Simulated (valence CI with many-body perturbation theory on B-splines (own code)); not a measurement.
Ag16+: calculated level list

Level of theory: configuration interaction combined with many-body perturbation theory (CI+MBPT): three valence electrons over a frozen Dirac-Fock core [Ar] 3d10, radial functions for each j: 11 s, 11 p, 9 d, 7 f, 5 g, 2 h, 1 i, with the one-electron correlation potential Σ1, the two-electron term Σ2, the three-electron term Σ3, Breit, model QED; selected CI, second order for the rest (own B-spline code, finite nucleus).

No measured levels were compared; by estimate levels hold to about 250 cm⁻¹ or 0.2 % of their energy and the worst to 1 %, as in measured heavy ions of charge 2 to 7; those with d or f electrons hold less well.

Levels 1 to 45 of 68, with energies above the lowest level, 4s2 4p 2P°_1/2. "Leading %" is the weight of the configuration and term that name the level; weights of strongly mixed levels are sums over their largest components and can fall short. In the jj column 3d3/2^4 stands for four electrons in 3d with j = 3/2. Lifetimes count E1, E2, E3, M1 and M2 decay at the calculated energies, and are blank where another channel may lead or the interval is too uncertain; long ones can be off by a factor of two.

| No. | Configuration | Term | J | E (eV) | Leading % | Leading jj | Lifetime | g |
| --- | --- | --- | --- | --- | --- | --- | --- | --- |
| 1 | 4s2 4p | 2P° | 1/2 | 0.00 | 98 | 4s^2 4p1/2 (98 %) |  | 0.664 |
| 2 | 4s2 4p | 2P° | 3/2 | 7.48 | 98 | 4s^2 4p3/2 (98 %) | 503 μs | 1.333 |
| 3 | 4s 4p2 | 4P | 1/2 | 34.51 | 89 | 4s 4p1/2^2 (74 %) | 1.04 ns | 2.580 |
| 4 | 4s 4p2 | 4P | 3/2 | 38.69 | 98 | 4s 4p1/2 4p3/2 (95 %) | 7.42 ns | 1.717 |
| 5 | 4s 4p2 | 4P | 5/2 | 41.39 | 78 | 4s 4p1/2 4p3/2 (78 %) | 1.14 ns | 1.514 |
| 6 | 4s 4p2 | 2D | 3/2 | 47.13 | 86 | 4s 4p1/2 4p3/2 (81 %) | 74.0 ps | 0.849 |
| 7 | 4s 4p2 | 2D | 5/2 | 49.85 | 73 | 4s 4p3/2^2 (76 %) | 185 ps | 1.286 |
| 8 | 4s 4p2 | 2P | 1/2 | 51.48 | 63 | 4s 4p1/2 4p3/2 (64 %) | 18.1 ps | 1.201 |
| 9 | 4s 4p2 | 2S | 1/2 | 58.90 | 61 | 4s 4p3/2^2 (84 %) | 22.2 ps | 1.554 |
| 10 | 4s 4p2 | 2P | 3/2 | 59.88 | 90 | 4s 4p3/2^2 (78 %) | 13.0 ps | 1.298 |
| 11 | 4s2 4d | 2D | 3/2 | 74.45 | 92 | 4s^2 4d3/2 (92 %) | 7.49 ps | 0.800 |
| 12 | 4s2 4d | 2D | 5/2 | 75.71 | 93 | 4s^2 4d5/2 (93 %) | 9.18 ps | 1.200 |
| 13 | 4p3 | 4S° | 3/2 | 85.69 | 35 | 4p1/2^2 4p3/2 (88 %) | 26.5 ps | 1.389 |
| 14 | 4p3 | 4S° | 3/2 | 90.46 | 51 | 4p1/2 4p3/2^2 (92 %) | 21.9 ps | 1.421 |
| 15 | 4p3 | 2D° | 5/2 | 90.99 | 85 | 4p1/2 4p3/2^2 (85 %) | 53.4 ps | 1.198 |
| 16 | 4p3 | 2P° | 1/2 | 96.60 | 91 | 4p1/2 4p3/2^2 (91 %) | 24.3 ps | 0.665 |
| 17 | 4p3 | 2P° | 3/2 | 101.04 | 50 | 4p3/2^3 (67 %) | 29.4 ps | 1.170 |
| 18 | 4s 4p 4d | 4F° | 3/2 | 101.77 | 77 | 4s 4p1/2 4d3/2 (74 %) | 80.1 ps | 0.581 |
| 19 | 4s 4p 4d | 4F° | 5/2 | 103.11 | 90 | 4s 4p1/2 4d3/2 (54 %) | 136 ps | 1.044 |
| 20 | 4s 4p 4d | 4F° | 7/2 | 105.53 | 88 | 4s 4p1/2 4d5/2 (63 %) | 95.1 ps | 1.249 |
| 21 | 4s 4p 4d | 4P° | 5/2 | 107.59 | 58 | 4s 4p1/2 4d5/2 (89 %) | 11.5 ps | 1.465 |
| 22 | 4s 4p 4d | 4D° | 3/2 | 108.36 | 53 | 4s 4p1/2 4d3/2 (51 %) | 8.29 ps | 1.372 |
| 23 | 4s 4p 4d | 4D° | 1/2 | 108.76 | 82 | 4s 4p1/2 4d3/2 (78 %) | 6.73 ps | 0.339 |
| 24 | 4s 4p 4d | 4F° | 9/2 | 109.69 | 100 | 4s 4p3/2 4d5/2 (100 %) |  | 1.333 |
| 25 | 4s 4p 4d | 2F° | 5/2 | 112.35 | 43 | 4s 4p1/2 4d5/2 (30 %) | 12.9 ps | 1.074 |
| 26 | 4s 4p 4d | 2D° | 3/2 | 112.71 | 64 | 4s 4p3/2 4d3/2 (46 %) | 9.58 ps | 0.883 |
| 27 | 4s 4p 4d | 4P° | 1/2 | 113.29 | 88 | 4s 4p3/2 4d3/2 (96 %) | 10.1 ps | 2.348 |
| 28 | 4s 4p 4d | 4D° | 7/2 | 113.58 | 87 | 4s 4p3/2 4d5/2 (58 %) | 7.65 ps | 1.401 |
| 29 | 4s 4p 4d | 4P° | 3/2 | 113.69 | 59 | 4s 4p3/2 4d3/2 (67 %) | 9.55 ps | 1.479 |
| 30 | 4s 4p 4d | 4D° | 5/2 | 113.75 | 56 | 4s 4p3/2 4d3/2 (62 %) | 8.68 ps | 1.319 |
| 31 | 4s 4p 4d | 2D° | 5/2 | 115.86 | 46 | 4s 4p3/2 4d5/2 (74 %) | 14.7 ps | 1.154 |
| 32 | 4s 4p 4d | 2F° | 7/2 | 120.08 | 98 | 4s 4p3/2 4d5/2 (71 %) | 21.4 ps | 1.143 |
| 33 | 4s 4p 4d | 2P° | 3/2 | 120.68 | 58 | 4s 4p3/2 4d5/2 (30 %) | 6.71 ps | 1.165 |
| 34 | 4s 4p 4d | 2F° | 7/2 | 122.86 | 82 | 4s 4p3/2 4d5/2 (50 %) | 6.89 ps | 1.157 |
| 35 | 4s 4p 4d | 2F° | 5/2 | 123.18 | 82 | 4s 4p3/2 4d3/2 (69 %) | 6.73 ps | 0.876 |
| 36 | 4s 4p 4d | 2P° | 1/2 | 124.74 | 91 | 4s 4p3/2 4d5/2 (78 %) | 8.23 ps | 0.653 |
| 37 | 4s 4p 4d | 2P° | 1/2 | 126.01 | 91 | 4s 4p3/2 4d3/2 (77 %) | 6.26 ps | 0.657 |
| 38 | 4s 4p 4d | 2D° | 3/2 | 127.36 | 52 | 4s 4p3/2 4d5/2 (50 %) | 5.52 ps | 1.034 |
| 39 | 4s 4p 4d | 2P° | 3/2 | 127.44 | 74 | 4s 4p3/2 4d5/2 (55 %) | 6.22 ps | 1.233 |
| 40 | 4s 4p 4d | 2D° | 5/2 | 128.04 | 85 | 4s 4p3/2 4d5/2 (74 %) | 4.87 ps | 1.177 |
| 41 | 4s2 4f | 2F° | 7/2 | 143.86 | 87 | 4s^2 4f7/2 (87 %) | 6.32 ps | 1.143 |
| 42 | 4s2 4f | 2F° | 5/2 | 143.90 | 86 | 4s^2 4f5/2 (86 %) | 5.89 ps | 0.856 |
| 43 | 4p2 4d | 4F | 3/2 | 146.08 | 65 | 4p1/2^2 4d3/2 (83 %) | 34.0 ps | 0.620 |
| 44 | 4p2 4d | 4F | 5/2 | 148.17 | 43 | 4p1/2^2 4d5/2 (66 %) | 34.8 ps | 1.115 |
| 45 | 4p2 4d | 2F | 5/2 | 149.84 | 61 | 4p1/2 4p3/2 4d3/2 (85 %) | 58.3 ps | 0.916 |

Names give the largest LS component (configuration and term), which can be under half, so a name can repeat, a term be missing and a line seem to break the LS rules; names also repeat where a configuration has a term twice.

Where two levels of one J and parity lie close, their mixing, g and order are uncertain.

The ionisation energy to 4s2 1S_0 of the next ion comes out as 409.3 eV (NIST: 408.43 ± 0.16 eV (semi-empirical)). All 68 levels together are meant to be complete up to 168.59 eV.
